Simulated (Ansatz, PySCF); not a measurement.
CHF, SMILES [CH]F (connectivity only; charge and spin as stated), neutral, multiplicity 1. Atoms are numbered in the order given.

```xyz
3

C     -0.2005    -0.7142     0.0000
F      0.0239     0.5770     0.0000
H      0.8395    -1.1366     0.0000
```

The structure is a stationary point at B3LYP-D3(BJ)/def2-TZVPD. The isomer is the one that the SMILES or the coordinates give; other isomers of the formula were not compared.

Two levels are set side by side: PBE-D3(BJ)/def2-TZVPD (Ansatz, an electronic-structure program) and B3LYP-D3(BJ)/def2-TZVPD (PySCF). Each level has its own optimised geometry; the coordinates shown are those of the second. Frequencies come from the Hessian of PySCF at each geometry. Differences are taken from unrounded values.

| quantity | B3LYP-D3(BJ) |
|---|---|
| mean bond length (Å) | 1.217 |
| bond C1–F2 (Å) | 1.311 |
| bond C1–H3 (Å) | 1.123 |
| highest harmonic wavenumber (cm⁻¹) | 2771 |
| mean harmonic wavenumber (cm⁻¹) | 1801 |
| zero-point energy (kcal/mol) | 7.73 |

Q: What does PBE-D3(BJ) give, and how far is it from B3LYP-D3(BJ)? (An estimate is asked for; the answer gives what the named calculation found.)

A: 
| quantity | PBE-D3(BJ) | PBE-D3(BJ) minus B3LYP-D3(BJ) |
|---|---|---|
| mean bond length (Å) | 1.230 | 0.014 |
| bond C1–F2 (Å) | 1.321 | 0.011 |
| bond C1–H3 (Å) | 1.139 | 0.016 |
| highest harmonic wavenumber (cm⁻¹) | 2644 | -127 |
| mean harmonic wavenumber (cm⁻¹) | 1731 | -71 |
| zero-point energy (kcal/mol) | 7.42 | -0.30 |

Exact exchange shortens and stiffens bonds; PBE has none. Differences between two approximate levels are no errors against the true value.
